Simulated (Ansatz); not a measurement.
`C[O][AlH][CH2]F` → `C[O][AlH][F]` + `[CH2]` (triplet)  (formal loss of a carbene)

Program: Ansatz. Geometries: PBE0-D4/def2-TZVP. ΔE: electronic, gas phase. CBS: MP2 limit from def2 TZ/QZ plus the TZ coupled-cluster correction, frozen cores. This one scheme is used for every species. Triplets are unrestricted, without spin–orbit coupling. Each species was taken in one conformer, which may not be the lowest.

`C[O][AlH][CH2]F`:

Z-matrix (Å, degrees):
```
C
O 1 1.399
H 1 1.095 2 112.4
H 1 1.095 2 109.9 3 -120.8
H 1 1.095 2 109.8 3 120.8
Al 2 1.678 1 138.0 3 0.2
C 6 1.983 2 120.8 1 0.0
H 6 1.579 2 117.6 1 -180.0
F 7 1.401 6 111.6 2 0.1
H 7 1.098 6 112.1 2 120.7
H 7 1.098 6 112.1 2 -120.6
```

`C[O][AlH][F]`:

Cartesian coordinates in Å:
```
C -1.242 -0.173 0.305
O -0.014 0.498 0.334
Al 1.520 0.320 -0.301
F 1.865 -0.967 -1.271
H -2.016 0.486 -0.100
H -1.208 -1.080 -0.308
H -1.536 -0.456 1.320
H 2.630 1.372 0.021
```

`[CH2]` (triplet):

```xyz
3

C     0.052    0.104   -0.250
H    -0.992   -0.129   -0.109
H     0.939    0.025    0.359
```

```csv
species,HF/def2-QZVPP energy (Eh)
`C[O][AlH][CH2]F`,-495.60694
`C[O][AlH][F]`,-456.65908
`[CH2]` (triplet),-38.94055
```

Task: Work out ΔE.

Result: ΔE = (-456.65908) + (-38.94055) − (-495.60694) = 0.00731 Eh = +19.2 kJ/mol. CCSD(T)/CBS gives +164.5 kJ/mol.

Largest T1 diagnostic among the species: 0.013.

In def2-TZVPP, CCSD(T) changes the Hartree–Fock value by +134.0 kJ/mol (the triples alone add +11.9 kJ/mol) and MP2 by +133.9 kJ/mol. From PBE to PBE0 (25 % exact exchange), in def2-TZVPP and without D4, ΔE moves by −15.4 kJ/mol.
